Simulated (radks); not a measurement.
The numbers below are computed, except where a source is named.
Fractional charge and spin in the 4d shell of indium: the spin-up occupation runs from 4 to 5 and the spin-down occupation from 4 to 5; the fullest corner is In2+, [Kr] 5s(up 0.5, down 0.5) 4d(up 5, down 5). Code: a radial shooting solver on a logarithmic mesh with Libxc functionals. Model: scalar-relativistic Kohn-Sham, BLYP, spin-polarised, spherical densities, point nucleus. Energy (eV) above the fullest corner. The planes named below are the two flat planes that join the four corners, with an edge along up + down = one added electron.

\begin{tabular}{lrrr}
down \ up & 4 & 4.5 & 5 \\ \hline
4 & 105.621 & 72.752 & 44.162 \\
4.5 & 72.752 & 44.367 & 20.104 \\
5 & 44.162 & 20.104 & 0.000 \\
\end{tabular}

Corners above the fullest one (they belong to In3+ and the next ion): (up 5, down 4) 44.162 eV, (up 4, down 5) 44.162 eV, (up 4, down 4) 105.62 eV. With half an added electron in each spin the energy lies 0.206 eV from the planes, and with half an added electron in spin up alone -2.139 eV. The planes are only a guide here: the flat-plane condition holds for ground states with one frontier orbital, while this shell lies below other occupied shells, so the corners above the fullest one are inner-hole states and not the ground states of those ions.
